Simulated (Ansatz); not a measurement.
CH7BO2Si can be A, `OCOB[SiH3]`, or B, `C[SiH](O)BO`.

Calculated with Ansatz (gas phase, PBE0-D4/def2-TZVP geometries, no zero-point term in ΔE). CCSD(T)/CBS adds triple-zeta CCSD(T) − MP2 to the extrapolated MP2 energy (def2 sets, frozen cores). DFT in def2-TZVPP. B3LYP here is the variant with VWN-RPA as its local correlation; programs differ in this. One conformer a species, not always the lowest.

Which is lower in electronic energy at CCSD(T)/CBS, and by how much? (Estimate.)

The calculation gave: B, by 229.2 kJ/mol.

Give E(B) − E(A) in kJ/mol with HF/def2-TZVPP, PBE0-D4, B3LYP, MP2/def2-TZVPP, CCSD(T)/def2-SVP, B2PLYP, LDA (SPW92). (Estimate.)

Ansatz gave: HF/def2-TZVPP -220.1, PBE0-D4 -218.3, B3LYP -220.7, MP2/def2-TZVPP -236.1, CCSD(T)/def2-SVP -179.5, B2PLYP -225.9, LDA (SPW92) -204.1. None reverses the order clearly.

Does the order hold for the free energy at 298.15 K (harmonic terms from PBE0-D4)? (An estimate is asked.)

Ansatz gave: Yes: G(B) − G(A) = -227.7 kJ/mol, for one conformer each. Modes under 60 cm⁻¹, often nearly free rotors, make the harmonic entropy too high.

Largest T1 diagnostic: 0.014.

Leaving LDA and LC-ωPBE aside and taking each functional with its dispersion term where it has one, the values, not all of them listed here, spread over 17.9 kJ/mol, from PBE-QIDH to revPBE-D4. LDA lies +9.0 kJ/mol from PBE without D4. At CCSD(T), def2-SVP lies +49.7 kJ/mol from the extrapolated value and def2-TZVPP +8.0 kJ/mol.
